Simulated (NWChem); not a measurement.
System: SiPH$_{4}$, doublet; SMILES [SiH2]P

```xyz
6

Si    -0.0800    -1.1660     0.0000
P      0.0708     1.0992     0.0000
H      0.6371    -1.6791     1.2075
H      0.6371    -1.6791    -1.2075
H     -0.8621     1.3450     1.0466
H     -0.8621     1.3450    -1.0466
```
Atoms are numbered in this order, from 1.

Program: NWChem. Spin-unrestricted. In the optimisation the excess spin sits in a' (Cs, its own frame). Structure relaxed at the B3LYP/6-31G* (spherical d), spin-unrestricted level. No stability test was run on the SCF state. Level: M06-2X/def2-SVP with SMD (1 M gas to 1 M solution), gas-phase geometry. Reactions with the solvent are ignored.

For solvent ethyl acetate:

| Quantity | Result |
|---|---|
| solvation free energy (kcal/mol) | -0.8 |
| cavity-dispersion-structure term (kcal/mol) | 0.3 |

**Question.** What are these values for solvent water?

**Answer.** 
| Quantity | Value |
|---|---|
| solvation free energy (kcal/mol) | 1.0 |
| cavity-dispersion-structure term (kcal/mol) | 2.5 |
